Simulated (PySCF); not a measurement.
C₅H₇FO, SMILES C[C@H]1CO/C1=C\F. Atoms are numbered in the order given.

```xyz
14

C     -2.0273    -1.0768     0.0180
C     -1.0705    -0.1003    -0.6505
C     -1.1228     1.3870    -0.2120
O      0.2592     1.3289     0.2252
C      0.3414    -0.0032    -0.1109
C      1.3568    -0.8518     0.0522
F      2.5270    -0.4875     0.6039
H     -2.0021    -0.9656     1.1133
H     -3.0616    -0.9118    -0.3249
H     -1.7569    -2.1172    -0.2213
H     -1.1015    -0.2167    -1.7463
H     -1.8015     1.6023     0.6299
H     -1.2639     2.1333    -1.0093
H      1.3046    -1.8971    -0.2579
```
Charge 0, spin multiplicity 1.

Geometry optimised at B3LYP-D3(BJ)/def2-SVP. The structure was generated by enumeration; whether it is a known compound was not checked.

The numbers are results of ωB97X/def2-TZVP (PySCF), not measurements.

Atomic charges (e):

```csv
atom,meta-Löwdin,Mulliken
C1,-0.32,-0.39
C2,-0.09,-0.05
C3,0.02,0.01
O4,-0.36,-0.29
C5,0.17,0.09
C6,0.07,0.03
F7,-0.27,-0.20
H8,0.11,0.13
H9,0.11,0.12
H10,0.12,0.13
H11,0.12,0.11
H12,0.11,0.09
H13,0.11,0.10
H14,0.12,0.13
```

Question: Give the Mayer and Wiberg (Löwdin basis) orders of the bonds. (The exact figures need the calculation; the answer reports its results.)

Answer: 
| bond | Mayer | Wiberg |
|---|---|---|
| C1–C2 | 0.94 | 1.25 |
| C2–C3 | 1.04 | 1.11 |
| C3–O4 | 0.98 | 1.34 |
| C2–C5 | 0.96 | 1.08 |
| O4–C5 | 1.08 | 1.51 |
| C5–C6 | 1.69 | 1.98 |
| C6–F7 | 1.05 | 1.74 |
| C1–H8 | 0.97 | 0.90 |
| C1–H9 | 0.98 | 0.90 |
| C1–H10 | 0.98 | 0.90 |
| C2–H11 | 0.96 | 0.81 |
| C3–H12 | 0.95 | 0.89 |
| C3–H13 | 0.95 | 0.90 |
| C6–H14 | 1.01 | 0.87 |
